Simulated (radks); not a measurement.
The numbers below are computed, except where a source is named.
Problem. These are the eigenvalues of the occupied orbitals of an atom or ion with whole-number occupations (hartree). Level of theory: scalar-relativistic Kohn-Sham, PBE, spin-polarised, spherical densities, point nucleus (a radial shooting solver on a logarithmic mesh with Libxc functionals).

1s up: -2417.277
1s down: -2417.142
2s up: -539.6101
2s down: -539.5010
2p up: -495.7632
2p down: -495.6155
3s up: -219.4520
3s down: -218.9138
3p up: -206.3707

Which element is it, and in what charge state? The configuration may be excited. Open shells, if any, are filled with parallel spins first.

Solution. Z = 70, ytterbium, charge +57: Yb57+ in [Ne] 3s2 3p1. The list shows which subshells hold electrons but not how many an open one holds; the 1s level, -2417.3 hartree, gives Z - s = 69.5 by -(Z - s)^2/2, which with screening and relativity narrows Z to a few neighbours, and the depths of the outer levels then fix element, charge and occupations together.
